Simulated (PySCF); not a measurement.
# Orbital picture of TaF⁺

LDA at R = 1.775 Å; Ta def2-TZVPPD with ECP60, F def2-TZVPPD; scalar-relativistic core potentials (PySCF 2.14). State: ⁴Σ⁻ (quartet), unpaired electrons σ ↑, δ ↑↑. Only the outer orbitals are listed, counted within each symmetry, core potentials removing the inner ones.

```json
{"spin": "α", "orbital": "4σ", "occ.": "1", "ε (eV)": "-35.85", "on Ta (%)": "13", "main shells (%)": "87 F s"}
{"spin": "α", "orbital": "5σ", "occ.": "1", "ε (eV)": "-18.85", "on Ta (%)": "18", "main shells (%)": "78 F p, 14 Ta d"}
{"spin": "α", "orbital": "2π", "occ.": "1", "ε (eV)": "-18.17", "on Ta (%)": "13", "main shells (%)": "87 F p, 11 Ta d"}
{"spin": "α", "orbital": "2π", "occ.": "1", "ε (eV)": "-18.17", "on Ta (%)": "13", "main shells (%)": "87 F p, 11 Ta d"}
{"spin": "α", "orbital": "6σ", "occ.": "1", "ε (eV)": "-12.27", "on Ta (%)": "101", "main shells (%)": "82 Ta s, 19 Ta d"}
{"spin": "α", "orbital": "1δ", "occ.": "1", "ε (eV)": "-11.44", "on Ta (%)": "100", "main shells (%)": "100 Ta d"}
{"spin": "α", "orbital": "1δ", "occ.": "1", "ε (eV)": "-11.44", "on Ta (%)": "100", "main shells (%)": "100 Ta d"}
{"spin": "α", "orbital": "3π", "occ.": "0", "ε (eV)": "-10.80", "on Ta (%)": "91", "main shells (%)": "88 Ta d, 9 F p"}
{"spin": "α", "orbital": "3π", "occ.": "0", "ε (eV)": "-10.80", "on Ta (%)": "91", "main shells (%)": "88 Ta d, 9 F p"}
{"spin": "α", "orbital": "7σ", "occ.": "0", "ε (eV)": "-9.29", "on Ta (%)": "90", "main shells (%)": "53 Ta d, 22 Ta p, 15 Ta s"}
{"spin": "β", "orbital": "1π", "occ.": "1", "ε (eV)": "-44.20", "on Ta (%)": "100", "main shells (%)": "100 Ta p"}
{"spin": "β", "orbital": "1π", "occ.": "1", "ε (eV)": "-44.20", "on Ta (%)": "100", "main shells (%)": "100 Ta p"}
{"spin": "β", "orbital": "4σ", "occ.": "1", "ε (eV)": "-35.89", "on Ta (%)": "13", "main shells (%)": "86 F s"}
{"spin": "β", "orbital": "5σ", "occ.": "1", "ε (eV)": "-18.81", "on Ta (%)": "16", "main shells (%)": "80 F p, 12 Ta d"}
{"spin": "β", "orbital": "2π", "occ.": "1", "ε (eV)": "-18.15", "on Ta (%)": "10", "main shells (%)": "90 F p, 8 Ta d"}
{"spin": "β", "orbital": "2π", "occ.": "1", "ε (eV)": "-18.15", "on Ta (%)": "10", "main shells (%)": "90 F p, 8 Ta d"}
{"spin": "β", "orbital": "6σ", "occ.": "0", "ε (eV)": "-10.31", "on Ta (%)": "98", "main shells (%)": "85 Ta s, 11 Ta d"}
{"spin": "β", "orbital": "3π", "occ.": "0", "ε (eV)": "-9.60", "on Ta (%)": "93", "main shells (%)": "91 Ta d"}
{"spin": "β", "orbital": "3π", "occ.": "0", "ε (eV)": "-9.60", "on Ta (%)": "93", "main shells (%)": "91 Ta d"}
```

Question: Which are the highest filled and the lowest empty level, where do they sit, and how wide is the gap?

Answer: Highest filled α 1δ at -11.44 eV (in %: 100 Ta d); lowest empty α 3π at -10.80 eV (in %: 88 Ta d, 9 F p); the gap at LDA is 0.64 eV.

```json
{
 "bond order (Mayer)": "1.52",
 "⟨S²⟩": "3.756",
 "charge on Ta (Mulliken, basis-dependent)": "1.04",
 "charge on Ta (Löwdin, basis-dependent)": "1.17",
 "dipole moment (positive dipole points towards F; it is taken about the centre of mass and depends on that origin)": "-2.88 D",
 "polarisability along the bond": "35.2 bohr³",
 "polarisability across the bond": "41.7 bohr³"
}
```

Shares are Mulliken populations and can fall outside 0 to 100 %.

Spin–orbit coupling is left out. The state is the lowest single determinant that the PBE0 search found; with open d or f shells the true ground state can be another one.
